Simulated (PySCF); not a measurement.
Can point charges reproduce the dipole moment of `C=CN(C)N1CCCCC1`?

Coordinates (GFN2-xTB, Å) and charges (e) from the PBE0/pcSseg-1 density (PySCF):

```tsv
atom	x	y	z	Mulliken	IAO	Hirshfeld	ESP-fitted
C1	-3.527	-0.892	-0.462	-0.2784	-0.4431	-0.1730	-0.6699
C2	-2.290	-0.866	0.023	+0.1181	-0.0387	-0.0127	+0.0480
N3	-1.442	0.217	0.082	-0.4489	-0.1037	-0.0156	-0.0272
C4	-1.793	1.426	-0.632	-0.0784	-0.3226	-0.0703	-0.4135
N5	-0.094	-0.115	0.240	-0.4800	-0.1731	-0.0377	-0.2225
C6	0.656	-0.259	-0.997	-0.0110	-0.1619	-0.0330	-0.1143
C7	1.971	-0.971	-0.693	-0.1878	-0.2569	-0.0716	-0.1349
C8	2.767	-0.177	0.339	-0.2567	-0.2566	-0.0702	-0.0028
C9	1.910	0.045	1.581	-0.1903	-0.2575	-0.0720	-0.1164
C10	0.602	0.729	1.192	+0.0103	-0.1532	-0.0334	-0.1158
H11	-4.118	-1.786	-0.388	+0.1116	+0.1522	+0.0350	+0.2131
H12	-4.001	-0.043	-0.919	+0.1037	+0.1375	+0.0284	+0.2239
H13	-1.851	-1.746	0.473	+0.0922	+0.1592	+0.0440	+0.1359
H14	-2.751	1.787	-0.258	+0.1328	+0.1547	+0.0482	+0.1723
H15	-1.041	2.188	-0.437	+0.1236	+0.1484	+0.0451	+0.1532
H16	-1.873	1.271	-1.715	+0.1051	+0.1257	+0.0341	+0.1408
H17	0.054	-0.855	-1.689	+0.1285	+0.1458	+0.0406	+0.1286
H18	0.868	0.717	-1.470	+0.0908	+0.0967	+0.0232	+0.0960
H19	1.750	-1.963	-0.296	+0.1182	+0.1365	+0.0367	+0.0760
H20	2.546	-1.088	-1.614	+0.1176	+0.1354	+0.0409	+0.0514
H21	3.682	-0.710	0.601	+0.1243	+0.1360	+0.0397	+0.0251
H22	3.051	0.790	-0.086	+0.1098	+0.1246	+0.0330	+0.0341
H23	1.678	-0.917	2.041	+0.1178	+0.1369	+0.0366	+0.0723
H24	2.442	0.659	2.310	+0.1174	+0.1350	+0.0407	+0.0495
H25	0.828	1.730	0.781	+0.0870	+0.0919	+0.0222	+0.0943
H26	-0.044	0.851	2.064	+0.1228	+0.1508	+0.0406	+0.1028
```

Question: Form Σ q r in debye for every column and set it beside the full dipole.

Answer: The full density gives (1.71, 1.09, -0.37) D, 2.06 D in size; dipole vectors point from the negative to the positive end.

| scheme | μx | μy | μz | size (D) | share of the full size (%) | angle to the full dipole (°) |
| --- | --- | --- | --- | --- | --- | --- |
| Mulliken | 1.44 | 1.52 | -1.18 | 2.40 | 116 | 23 |
| IAO | 1.86 | 0.80 | -0.06 | 2.03 | 98 | 13 |
| Hirshfeld | 1.48 | 0.70 | 0.10 | 1.64 | 80 | 16 |
| ESP-fitted | 1.72 | 1.11 | -0.39 | 2.09 | 101 | 1 |

Question: Which set comes closest?

Answer: Length of the difference vector: ESP-fitted 0.03 D, IAO 0.45 D, Hirshfeld 0.65 D, Mulliken 0.96 D. Closest: ESP-fitted. The schemes that divide the density aren't constrained to reproduce the dipole.

Question: What is left for the Hirshfeld atoms' own dipoles?

Answer: The shares of the density sum to the whole, so what Σ q r misses lies in dipoles about the nuclei. The atomic dipoles sum to (1.71, 1.09, -0.37) − (1.48, 0.70, 0.10) = (0.23, 0.39, -0.47) D, 0.65 D in size.

Question: With the origin at the mean of the coordinates, (-0.001, 0.001, 0.003) Å, which are the largest single terms, by size, of the Mulliken dipole along the direction of the full one?

Answer: C1 +4.43, C8 -2.64, N3 +2.36, H11 -2.30, H12 -1.58 D; all 26 atoms together +2.21 D. The single terms depend on the origin, their sum doesn't.

Question: Give the size of the full dipole in other units.

Answer: 2.06 D = 0.812 au = 0.430 e·Å = 6.88 × 10⁻³⁰ C·m.

One conformer (not necessarily the lowest) at the GFN2-xTB geometry, without solvent, vibrations or thermal averaging.
